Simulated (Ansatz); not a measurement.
Energy needed to pull apart SbH3S, closed shell, into free ground-state atoms, from the structure below (displaced at random from a GFN2-xTB minimum); no zero-point or spin–orbit terms; open-shell atoms are treated unrestricted, in their ground-state multiplicity.

```csv
atom,x (Å),y (Å),z (Å)
S1,0.7009,-0.7970,1.0077
Sb2,-0.3670,0.4320,-0.8216
H3,0.5695,-2.4567,0.3189
H4,-1.2989,1.2163,0.3788
H5,0.8201,1.8287,-0.6421
```

Ansatz 0.2.0; basis: def2-TZVPP; cores frozen in the correlated methods. Filled d shells of the heavier atoms are correlated. Core potentials replace the inner electrons of the atoms past krypton. The def2 sets are not built for correlating such inner shells, so the correlated values are less sure here.

| method | atomization energy (eV) |
| --- | --- |
| SPW92 | 12.67 |
| PBE-D4 | 10.79 |
| r2SCAN-D4 | 10.46 |
| PBE0-D4 | 10.30 |
| LC-wPBE | ? |
| wB97M-V | 10.44 |
| HF | 5.72 |
| MP2 | 9.53 |
| CCSD | ? |
| CCSD(T) | 10.03 |

Q: What does CCSD give? (An estimate is asked for; the value comes from the calculation.)

A: Computed: 9.73 eV, which is about 0.29 eV less than CCSD(T)/def2-TZVPP.

Q: What does LC-wPBE give? (Judge from chemistry; the value comes from the calculation.)

A: By the calculation: 9.75 eV, which is about 0.28 eV less than CCSD(T)/def2-TZVPP.

In triple zeta the MP2 and coupled-cluster atomization energies are still short of their basis limit by a few kcal/mol a bond, whereas those of the functionals are nearly converged, so these differences are not deviations from converged CCSD(T).

T1 diagnostic: at most 0.015. The restricted Hartree–Fock reference is unstable towards an unrestricted one here.

For scale, one of the runs: CCSD(T)/def2-TZVPP forces, 134 basis functions (an equivalent command: `ansatz run in.yaml --threads 4`). The run took 56 s on 4 CPU threads (shared host), with 1.3 GiB of host memory at its peak.
